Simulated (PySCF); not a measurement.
## Calculated data, GeH6N2

Computed with PySCF 2.14.0. Calculation on a computer-drawn molecule: the log of a Hartree-Fock and frozen-core CCSD(T) single point meant for a local Hartree-Fock minimum, with one planted fault or none, to be diagnosed. Offsets are logged minus clean, where the clean run is the same molecule without the fault. The reference is restricted for singlets and unrestricted otherwise, and also for a bond in bohr or an excited solution. Adding or removing an electron swaps singlet and doublet. The excited solution moves the top pair (singlet) or top alpha electron (doublet) to the lowest empty orbital. Highest occupied and lowest empty are orbital energies over both spins, largest force is the largest gradient component, triples share is (T) over the correlation energy, the T1 limit is 0.02 restricted and 0.045 unrestricted, electrons count all cores, a negative frequency is imaginary (commonest isotopes), and the dipole is about the centre of nuclear charge; on germanium a core potential holds 10 electrons, which the energies leave out, and 3d is frozen in MP2 and coupled-cluster steps.

```xyz
9
formula=GeH6N2 meant_charge=0 meant_multiplicity=1 meant_basis=cc-pVDZ meant_basis_and_core_potential_on_germanium=cc-pVDZ-PP_ECP10MDF logged_electrons=51 logged_basis_functions=81 logged_SCF_converged=yes logged_spin_squared=0.79 logged_highest_occupied=-15.865 logged_lowest_empty=-6.1738 logged_largest_force=0.097866 logged_T1_diagnostic=0.062785 logged_D1_diagnostic=0.37842 logged_triples_share=0.030159 logged_CC_converged=yes logged_dipole_magnitude=5.719 logged_SCF_stable_within_its_kind=yes logged_energy_HF=-405.48737 logged_energy_CCSD(T)=-405.96244 possible_faults=no_fault,one_electron_removed,one_electron_added,multiplicity_raised_by_two,geometry_at_a_saddle_point,SCF_held_on_an_excited_solution,minimal_basis_STO-3G,one_bond_length_entered_in_bohr,all_coordinates_scaled planted_fault=one_electron_removed HF_energy_offset_from_clean_run=188.1 CCSD(T)_energy_offset_from_clean_run=203.3
N      0.8330    -0.2650     2.9468
Ge     2.5898    -0.2329     2.3949
N      3.1699     1.2428     1.4582
H      0.1526    -0.2605     2.2059
H      0.5795     0.4520     3.6052
H      3.4417    -0.3064     3.6600
H      2.7757    -1.4329     1.4693
H      2.7240     1.3855     0.5680
H      3.1366     2.1110     1.9651
```

Units: logged_highest_occupied, logged_lowest_empty in eV; logged_largest_force in hartree/bohr; logged_dipole_magnitude in debye; logged_energy_HF, logged_energy_CCSD(T) in hartree; HF_energy_offset_from_clean_run, CCSD(T)_energy_offset_from_clean_run in kcal/mol.

Drawn bonds:
```
atom  other atom  order
   1           2      1
   2           3      1
   1           4      1
   1           5      1
   2           6      1
   2           7      1
   3           8      1
   3           9      1
```

Notes: T1 above single-reference limit.
